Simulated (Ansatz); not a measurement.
`SC[B]1[NH][AlH]1` → `[BH2][Al]([SH])[CH]=N`  (isomerisation)

Calculated with Ansatz (gas phase, PBE0-D4/def2-TZVP geometries, no zero-point term in ΔE). CCSD(T)/CBS is the MP2 limit (def2-TZVPP, def2-QZVPP) plus CCSD(T) − MP2 in def2-TZVPP, frozen cores. Functionals use def2-TZVPP. Each species was taken in one conformer, which may not be the lowest.

`SC[B]1[NH][AlH]1`:

Cartesian coordinates in Å:
```
S -0.673 -0.134 2.360
C 0.151 -0.764 0.877
B -0.032 0.236 -0.310
N 0.388 0.230 -1.648
Al -0.528 1.785 -1.466
H -0.366 -1.152 3.183
H -0.266 -1.736 0.594
H 1.221 -0.900 1.066
H 0.929 -0.482 -2.127
H -0.823 2.918 -2.529
```

`[BH2][Al]([SH])[CH]=N`:

```xyz
10

B     0.863   -2.049   -0.082
Al    0.074   -0.095    0.139
S     0.338    1.040    1.999
C    -0.958    0.988   -1.173
N    -1.320    2.193   -0.969
H     0.230   -3.031    0.184
H     1.974   -2.252   -0.482
H     1.080    0.087    2.586
H    -1.262    0.588   -2.151
H    -1.019    2.531   -0.050
```

Is it downhill or uphill in electronic energy at CCSD(T)/CBS, and by how much? (An estimate is asked.)

Ansatz gave: Uphill: ΔE = +23.2 kcal/mol.

What do these levels give: ωB97M-V, B2PLYP, PBE0, SCS-MP2/def2-TZVPP, CCSD(T)/def2-TZVPP, MP2/def2-QZVPP? (An estimate is asked.)

Ansatz gave: ωB97M-V 25.2, B2PLYP 23.0, PBE0 26.6, SCS-MP2/def2-TZVPP 23.0, CCSD(T)/def2-TZVPP 22.4, MP2/def2-QZVPP 27.3 kcal/mol.

Largest T1 diagnostic among the species: 0.013.

In def2-TZVPP, CCSD(T) changes the Hartree–Fock value by +9.3 kcal/mol (the triples alone add +1.0 kcal/mol) and MP2 by +13.6 kcal/mol.
